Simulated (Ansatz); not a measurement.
Ansatz (an electronic-structure program) input (CCSD(T)/aug-cc-pV(D+d)Z):
A basis named .json is the Basis Set Exchange file of that set.

Ansatz 0.2 input:
```yaml
crystal:
  periodic: [false, false, false]
  atoms:
    - {symbol: S, position_ang: [0.00772624, -0.71426207, 0.01342400]}
    - {symbol: S, position_ang: [1.69691910, 0.37510159, -0.02943034]}
    - {symbol: S, position_ang: [-1.70464534, 0.33916048, 0.01600634]}
basis:
  gaussian:
    orbitals: aug-cc-pV_D+d_Z.json
total_charge: -1
magnetization: {spin_polarized: true, initial_magnetization: 1}
correlation: {method: ccsd_t, electrons: outside_noble_gas}
output: {forces: true}
```

End of the output:

```
determinant -32452.37644384 eV, -1192.6028373001 hartree, with singles and doubles -32464.70240555 eV, -1193.0558080382 hartree
determinant -32452.23254850 eV, -1192.5975492442 hartree, with singles and doubles -32464.64343787 eV, -1193.0536410161 hartree
determinant -32451.60062163 eV, -1192.5743263599 hartree, with singles and doubles -32464.25542982 eV, -1193.0393819831 hartree
determinant -32450.54623836 eV, -1192.5355784895 hartree, with singles and doubles -32462.53410519 eV, -1192.9761244699 hartree
15 core orbitals not correlated
reference -32453.93806765 eV, -1192.6602259168 hartree; 10, 9 occupied and 71, 72 virtual orbitals, 933 factors
densities: 0.84 GiB planned
second order -11.62795543 eV of doubles, -0.00000000 eV of singles
coupled cluster: 0.58 GiB planned
cycle   1  -12.45468444 eV  change   -1.8e-1 eV  update   2.2e-2
cycle   2  -12.47348630 eV  change   -1.9e-2 eV  update   6.0e-3
cycle   3  -12.47616249 eV  change   -2.7e-3 eV  update   3.4e-3
cycle   4  -12.47719563 eV  change   -1.0e-3 eV  update   1.2e-3
cycle   5  -12.47737171 eV  change   -1.8e-4 eV  update   5.5e-4
cycle   6  -12.47757539 eV  change   -2.0e-4 eV  update   2.4e-4
cycle   7  -12.47766713 eV  change   -9.2e-5 eV  update   1.0e-4
cycle   8  -12.47770922 eV  change   -4.2e-5 eV  update   3.9e-5
cycle   9  -12.47771280 eV  change   -3.6e-6 eV  update   1.6e-5
cycle  10  -12.47771400 eV  change   -1.2e-6 eV  update   6.1e-6
cycle  11  -12.47771522 eV  change   -1.2e-6 eV  update   2.6e-6
cycle  12  -12.47771533 eV  change   -1.1e-7 eV  update   1.1e-6
cycle  13  -12.47771545 eV  change   -1.2e-7 eV  update   4.9e-7
cycle  14  -12.47771528 eV  change    1.7e-7 eV  update   2.1e-7
perturbative correction -0.64190249 eV, -0.0235894816 hartree
the calculation of the forces begins
Total energy: -32467.05768542 eV, -1193.1423629772 hartree
Atom 0 at     0.007726    -0.714262     0.013424 Å, force     0.004331    -0.400380     0.007525 eV/Å
Atom 1 at     1.696919     0.375102    -0.029430 Å, force     0.261872     0.202980    -0.007289 eV/Å
Atom 2 at    -1.704645     0.339160     0.016006 Å, force    -0.266203     0.197400    -0.000236 eV/Å
Dipole moment:     0.002576    -0.238126     0.004475 e Å
```

It need not be the lowest isomer of its formula.
